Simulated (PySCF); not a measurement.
silane (H4Si), singlet, at a GFN2-xTB geometry; BLYP-D4/6-31G** in PySCF.

Here is a job for PySCF.
```python
from pyscf import gto, scf, dft

mol = gto.Mole()
mol.atom = '''
    Si   -0.00000000    0.00000000   -0.00000000
    H     0.85687118    0.83207387    0.84090169
    H    -0.85685565   -0.82713035    0.84578045
    H    -0.82961346    0.85438800   -0.84584481
    H     0.82959793   -0.85933152   -0.84083733
'''
mol.basis = '6-31g**'
mol.verbose = 4
mol.build()

mf = dft.RKS(mol)
mf.xc = 'blyp'
mf.disp = 'd4'
mf.kernel()
mf.analyze()
```

It wrote (shortened):

```
PySCF version 2.14.0

[INPUT] verbose = 4
[INPUT] num. atoms = 5
[INPUT] num. electrons = 18
[INPUT] charge = 0
[INPUT] spin (= nelec alpha-beta = 2S) = 0
[INPUT] symmetry False subgroup None
[INPUT] Mole.unit = angstrom
[INPUT] Symbol           X                Y                Z      unit          X                Y                Z       unit  Magmom
[INPUT]  1 Si     0.000000000000   0.000000000000   0.000000000000 AA    0.000000000000   0.000000000000   0.000000000000 Bohr   0.0
[INPUT]  2 H      0.856871180000   0.832073870000   0.840901690000 AA    1.619251854233   1.572391729707   1.589073891784 Bohr   0.0
[INPUT]  3 H     -0.856855650000  -0.827130350000   0.845780450000 AA   -1.619222506786  -1.563049830816   1.598293412011 Bohr   0.0
[INPUT]  4 H     -0.829613460000   0.854388000000  -0.845844810000 AA   -1.567742228653   1.614559324115  -1.598415034785 Bohr   0.0
[INPUT]  5 H      0.829597930000  -0.859331520000  -0.840837330000 AA    1.567712881206  -1.623901223006  -1.588952269011 Bohr   0.0

nuclear repulsion = 21.6183353073154
number of shells = 20
number of NR pGTOs = 79
number of NR cGTOs = 38
basis = 6-31g**
ecp = {}

******** <class 'pyscf.dft.rks.RKS'> ********
method = RKS
initial guess = minao
damping factor = 0
level_shift factor = 0
DIIS = <class 'pyscf.scf.diis.CDIIS'>
diis_start_cycle = 1
diis_space = 8
diis_damp = 0
SCF conv_tol = 1e-09
SCF conv_tol_grad = None
SCF max_cycles = 50
direct_scf = True
direct_scf_tol = 1e-13
XC library pyscf.dft.libxc version 7.1.2
    S. Lehtola, C. Steigemann, M. J. T. Oliveira, and M. A. L. Marques,  SoftwareX 7, 1–5 (2018)
XC functionals = blyp
    A. D. Becke,  Phys. Rev. A 38, 3098 (1988)
    C. Lee, W. Yang, and R. G. Parr,  Phys. Rev. B 37, 785 (1988)
    B. Miehlich, A. Savin, H. Stoll, and H. Preuss,  Chem. Phys. Lett. 157, 200 (1989)
radial grids:
    Treutler-Ahlrichs [JCP 102, 346 (1995); DOI:10.1063/1.469408] (M4) radial grids

becke partition: Becke, JCP 88, 2547 (1988); DOI:10.1063/1.454033
pruning grids: <function nwchem_prune>
grids dens level: 3
symmetrized grids: False
atomic radii adjust function: <function treutler_atomic_radii_adjust>
small_rho_cutoff = 0
Set gradient conv threshold to 3.16228e-05
Initial guess from minao.
tot grids = 58416
Calc dispersion correction with DFTD4.
Parameters: xc=blyp, atm=True
init E= -291.61892665307
  HOMO = -0.353993200346347  LUMO = 0.00340900757309555  gap/eV = 9.72541
cycle= 1 E= -291.838965095381  delta_E= -0.22  |g|= 0.115  |ddm|= 1.64
  HOMO = -0.292072813571557  LUMO = 0.0431290043392667  gap/eV = 9.12131
cycle= 2 E= -291.84345049117  delta_E= -0.00449  |g|= 0.0364  |ddm|= 0.201
  HOMO = -0.308219779273997  LUMO = 0.0337789244602552  gap/eV = 9.30626
cycle= 3 E= -291.844064924979  delta_E= -0.000614  |g|= 0.00305  |ddm|= 0.0594
  HOMO = -0.307196898924977  LUMO = 0.0344786318804291  gap/eV = 9.29746
cycle= 4 E= -291.844068099384  delta_E= -3.17e-06  |g|= 0.00131  |ddm|= 0.00692
  HOMO = -0.307349440903327  LUMO = 0.034361278041024  gap/eV = 9.29842
cycle= 5 E= -291.844068783287  delta_E= -6.84e-07  |g|= 4.72e-05  |ddm|= 0.00203
  HOMO = -0.307344359109013  LUMO = 0.034366244996472  gap/eV = 9.29842
cycle= 6 E= -291.844068784262  delta_E= -9.75e-10  |g|= 2.49e-07  |ddm|= 7.44e-05
  HOMO = -0.307344588663921  LUMO = 0.0343660941765373  gap/eV = 9.29842
Extra cycle  E= -291.844068784262  delta_E= -2.84e-13  |g|= 1.47e-07  |ddm|= 7.69e-07
converged SCF energy = -291.844068784262
**** SCF Summaries ****
Total Energy =                        -291.844068784261935
Nuclear Repulsion Energy =              21.618335307315412
One-electron Energy =                 -446.307884308396751
Two-electron Energy =                  132.849102038832882
Two-electron Coulomb Energy =          155.225944130350797
DFT Exchange-Correlation Energy =      -22.376842091517929
HOMO-LUMO gap [eV] =                     9.298421297929503
Empirical Dispersion Energy =           -0.003621822013468
**** MO energy ****
MO #1   energy= -65.4600692039178  occ= 2
MO #2   energy= -5.04853531189313  occ= 2
MO #3   energy= -3.46650212448782  occ= 2
MO #4   energy= -3.46650212447947  occ= 2
MO #5   energy= -3.46650212377723  occ= 2
MO #6   energy= -0.489536693914375 occ= 2
MO #7   energy= -0.30734459241646  occ= 2
MO #8   energy= -0.307344588911252 occ= 2
MO #9   energy= -0.307344588663921 occ= 2
MO #10  energy= 0.0343660941765373 occ= 0
MO #11  energy= 0.0343661123999167 occ= 0
MO #12  energy= 0.0343661128148626 occ= 0
MO #13  energy= 0.10792471357315   occ= 0
MO #14  energy= 0.200012607752662  occ= 0
MO #15  energy= 0.209918792198674  occ= 0
MO #16  energy= 0.20991880554894   occ= 0
MO #17  energy= 0.209918805903678  occ= 0
 ** Mulliken pop on meta-lowdin orthogonal AOs  **
 ** Mulliken pop  **
pop of  0 Si 1s           2.00000
pop of  0 Si 2s           1.99975
pop of  0 Si 3s           1.09697
pop of  0 Si 4s           0.00647
pop of  0 Si 2px          1.99983
pop of  0 Si 2py          1.99983
pop of  0 Si 2pz          1.99983
pop of  0 Si 3px          0.84244
pop of  0 Si 3py          0.84244
pop of  0 Si 3pz          0.84244
pop of  0 Si 4px          0.01119
pop of  0 Si 4py          0.01119
pop of  0 Si 4pz          0.01119
pop of  0 Si 3dxy         0.00868
pop of  0 Si 3dyz         0.00869
pop of  0 Si 3dz^2        0.00000
pop of  0 Si 3dxz         0.00869
pop of  0 Si 3dx2-y2      0.00001
pop of  1 H 1s            1.07227
pop of  1 H 2s            0.00286
pop of  1 H 2px           0.00085
pop of  1 H 2py           0.00080
pop of  1 H 2pz           0.00081
pop of  2 H 1s            1.07227
pop of  2 H 2s            0.00286
pop of  2 H 2px           0.00085
pop of  2 H 2py           0.00079
pop of  2 H 2pz           0.00082
pop of  3 H 1s            1.07227
pop of  3 H 2s            0.00286
pop of  3 H 2px           0.00079
pop of  3 H 2py           0.00084
pop of  3 H 2pz           0.00082
pop of  4 H 1s            1.07227
pop of  4 H 2s            0.00286
pop of  4 H 2px           0.00079
pop of  4 H 2py           0.00085
pop of  4 H 2pz           0.00081
 ** Mulliken atomic charges  **
charge of    0Si =      0.31035
charge of    1H =     -0.07759
charge of    2H =     -0.07759
charge of    3H =     -0.07759
charge of    4H =     -0.07759
Dipole moment(X, Y, Z, Debye): -0.00000,  0.00000,  0.00000
```
